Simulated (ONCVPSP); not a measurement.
**u(r) = r·R(r): atom against pseudo-atom (hydrogen)**

Columns: radius, all-electron u(r) and pseudo u(r) of the 1s shell (level -6.55 eV) of hydrogen in the configuration 1s1; PW91, non-relativistic, ONCV scheme, ONCVPSP 4.0.1.

| r (bohr) | all-electron | pseudo |
| --- | --- | --- |
| 0.057 | 0.1036 | 0.0778 |
| 0.115 | 0.1970 | 0.1566 |
| 0.172 | 0.2779 | 0.2327 |
| 0.230 | 0.3502 | 0.3071 |
| 0.288 | 0.4133 | 0.3765 |
| 0.345 | 0.4671 | 0.4386 |
| 0.402 | 0.5136 | 0.4942 |
| 0.460 | 0.5542 | 0.5445 |
| 0.518 | 0.5885 | 0.5888 |
| 0.575 | 0.6168 | 0.6267 |
| 0.632 | 0.6403 | 0.6580 |
| 0.690 | 0.6597 | 0.6820 |
| 0.747 | 0.6748 | 0.6973 |
| 0.805 | 0.6865 | 0.7054 |
| 0.862 | 0.6949 | 0.7080 |
| 0.920 | 0.7006 | 0.7076 |
| 0.977 | 0.7036 | 0.7064 |
| 1.035 | 0.7043 | 0.7050 |
| 1.092 | 0.7031 | 0.7031 |
| 1.150 | 0.7000 | 0.7000 |
| 1.208 | 0.6953 | 0.6953 |
| 1.265 | 0.6893 | 0.6893 |
| 1.322 | 0.6820 | 0.6820 |
| 1.380 | 0.6736 | 0.6736 |
| 1.438 | 0.6642 | 0.6642 |
| 1.495 | 0.6542 | 0.6542 |

Problem. How many radial nodes do the two functions have?

Solution. The all-electron 1s function has n − l − 1 = 0; the pseudo-wave has 0.

Problem. At about which radius was the pseudo-wave matched?

Solution. 1.15 bohr, where the columns begin to agree (steps of 0.06 bohr).

Problem. Where does each function peak?

Solution. Outermost all-electron maximum near 1.03 bohr, pseudo maximum near 0.86 bohr (to the table’s step).

Problem. Is the pseudo-wave norm-conserving?

Solution. Yes: the ONCV scheme keeps the norm inside the radius equal to the all-electron one, which fixes the energy derivative of the logarithmic derivative at the level.
